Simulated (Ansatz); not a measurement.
Ansatz (a quantum-chemistry and plane-wave program) input file for Cr(O)2(F)2 anion (CrF₂O₂), SMILES [O]=[Cr](=[O])([F])[F] (connectivity only; charge and spin as stated), charge -1, multiplicity 2, CAM-B3LYP/def2-SVPD. Coordinates come from a B3LYP-D3(BJ)/def2-SVPD optimisation. The spin state was assumed, not searched. The isomer is the one that the SMILES or the coordinates give; other isomers of the formula were not compared.

Ansatz 0.2 input:
```yaml
crystal:
  periodic: [false, false, false]
  atoms:
    - {symbol: Cr, position_ang: [-0.00000000, -0.00000000, 0.13708725]}
    - {symbol: O, position_ang: [1.35651511, 0.00000000, 0.96560983]}
    - {symbol: O, position_ang: [-1.35651512, -0.00000002, 0.96560981]}
    - {symbol: F, position_ang: [-0.00000000, 1.36249536, -1.04110283]}
    - {symbol: F, position_ang: [0.00000002, -1.36249534, -1.04110285]}
basis:
  gaussian:
    orbitals: def2-SVPD
hamiltonian:
  xc: {name: CAM-B3LYP}
total_charge: -1
magnetization: {spin_polarized: true, initial_magnetization: 1}
```

Program output:

```
WARN ansatz: RAYON_NUM_THREADS=1 ignored (pool sized by the plan → 1); use --threads N
Functional definition: CAM-B3LYP
integrals: 0.07 GiB planned
1217 factors; their error is unknown
integrals: 0.10 GiB planned
350 factors; integrals over basis functions are off by at most 2.7e-5 eV
mean field: 1.00 GiB planned
mean field evaluation 1: about -37924.1910 eV, gradient 7.1e1 eV
mean field evaluation 2: about -37545.5451 eV, gradient 2.9e2 eV
mean field evaluation 4: about -37942.2817 eV, gradient 1.3e1 eV
mean field evaluation 8: about -37942.7688 eV, gradient 3.9e-1 eV
mean field evaluation 16: about -37942.9426 eV, gradient 6.4e-3 eV
mean field evaluation 32: about -37942.8366 eV, gradient 1.5e0 eV
mean field -37942.94260345 eV, -1394.3774220264 hartree, gradient 4.6e-5 eV, S^2 0.777788; 2 other end points of the search recorded, 0 dependent functions left out
reference -37942.94272644 eV, -1394.3774265465 hartree; 30, 29 occupied and 96, 97 virtual orbitals, 1217 factors
Total energy: -37942.94272644 eV, -1394.3774265465 hartree
```

The run converged.
